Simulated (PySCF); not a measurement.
NICS in isomers of C8H6F2.

NICS is the negative of the GIAO shielding at a point without a nucleus: at the ring centre (0) and 1 Å above and below it (1); zz is the component along the ring normal. Level: GIAO PBE0/pcSseg-1 (PySCF, non-relativistic, gas phase) on the GFN2-xTB geometries, one conformer each. Atom numbers follow the mapped SMILES.

Question: Order these rings by mean NICS(1)zz, lowest (most negative) first (ppm).
A. ring C4–C5–C6–C7–C8–C10 in `[CH2:1]=[C:2]([F:3])[c:4]1[cH:5][cH:6][cH:7][c:8]([F:9])[cH:10]1`
B. ring C3–C4–C6–C9 in `[CH:1]#[C:2][C@@H:3]1[C:4](=[CH2:5])/[C:6](=[CH:7]\[F:8])[C@H:9]1[F:10]`
C. ring C2–C3–C4–C5 in `[CH2:1]=[C:2]1[CH:3]=[CH:4]/[C:5]1=[C:6]([F:7])/[CH:8]=[CH:9]/[F:10]`

Answer: A (-26.3), B (1.6), C (5.0).

| SMILES | ring | NICS(0) | NICS(1) | NICS(1)zz | HOMA | rms pucker (Å) | ring atoms with four or more neighbours |
| --- | --- | --- | --- | --- | --- | --- | --- |
| C=C(F)c1cccc(F)c1 | 6-membered carbocycle; formal bonds all aromatic | -9.8 | -11.0 | -26.3 | 0.99 | 0.00 | 0 |
| C#C[C@@H]1C(=C)/C(=C\F)[C@H]1F | 4-membered carbocycle; formal bonds all single | -0.2 | -2.3 | 1.6 | – | 0.04 | 2 |
| C=C1C=C/C1=C(F)/C=C/F | 4-membered carbocycle; formal bonds 1 double, 3 single | 4.2 | -1.8 | 5.0 | -0.68 | 0.00 | 0 |

NICS(0) gives the same order. The isotropic NICS(1) gives the same order. HOMA uses Krygowski's 1993 parameters; it is left out where a ring has a four-coordinate atom, a triple bond, no multiple bond or a kind of bond without parameters. NICS(1) and NICS(1)zz are means over the two faces.
